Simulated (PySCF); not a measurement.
Cl2Se (SMILES Cl[Se]Cl), singlet, geometry from GFN2-xTB. Base run: TPSS/def2-SVP (PySCF).

Geometry (Å):
```xyz
3

Se     0.0014     0.0012     0.6865
Cl     1.0413     1.2595    -0.6908
Cl    -1.0441    -1.2620    -0.6821
```
Charge 0, spin multiplicity 1.
All else is at PySCF's defaults.

Variants of this job, named by their change:

| change | E (Eh) | HOMO (eV) | HOMO-LUMO gap (eV) | dipole (D) | core-seconds (rough) |
|---|---|---|---|---|---|
| base | -3321.34505 | -5.69 | 2.59 | 1.05 | 4 |
| functional = b3lyp5 | -3321.15746 | -6.40 | 4.12 | 1.08 | 2 |
| functional = r2scan | -3321.30279 | -5.88 | 2.75 | 1.07 | 3 |
| functional = pw91,pw91 | -3321.49256 | -5.53 | 2.38 | 0.98 | 2 |
| functional = pbe0; dispersion = d3bj | -3320.78221 | -6.84 | 4.60 | 1.11 | 3 |
| functional = lda,vwn | -3314.99652 | -5.57 | 2.28 | 0.91 | 2 |
| functional = mn12l | (withheld) | (withheld) | (withheld) | (withheld) | 4 |
| functional = b97-1 | -3321.14025 | -6.53 | 4.26 | 1.08 | 2 |
| functional = hse06 | -3320.80196 | -6.42 | 3.80 | 1.11 | 8 |
| functional = revpbe | (withheld) | (withheld) | (withheld) | (withheld) | 2 |
| functional = mn15 | (withheld) | (withheld) | (withheld) | (withheld) | 3 |
| functional = scan | (withheld) | (withheld) | (withheld) | 1.11 | 3 |
| functional = wb97x_v | -3321.00169 | -9.19 | 9.21 | 1.20 | 80 |

Task: Some entries are withheld; supply them.

Result: 
- functional = mn12l, E (Eh): -3320.14483
- functional = mn12l, HOMO (eV): -6.18
- functional = mn12l, HOMO-LUMO gap (eV): 3.28
- functional = mn12l, dipole (D): 1.23
- functional = revpbe, E (Eh): -3321.00044
- functional = revpbe, HOMO (eV): -5.47
- functional = revpbe, HOMO-LUMO gap (eV): 2.43
- functional = revpbe, dipole (D): 1.00
- functional = mn15, E (Eh): -3321.40309
- functional = mn15, HOMO (eV): -7.54
- functional = mn15, HOMO-LUMO gap (eV): 6.04
- functional = mn15, dipole (D): 1.12
- functional = scan, E (Eh): -3321.63195
- functional = scan, HOMO (eV): -5.91
- functional = scan, HOMO-LUMO gap (eV): 2.73

Totals shift with the method and basis; they matter in differences.
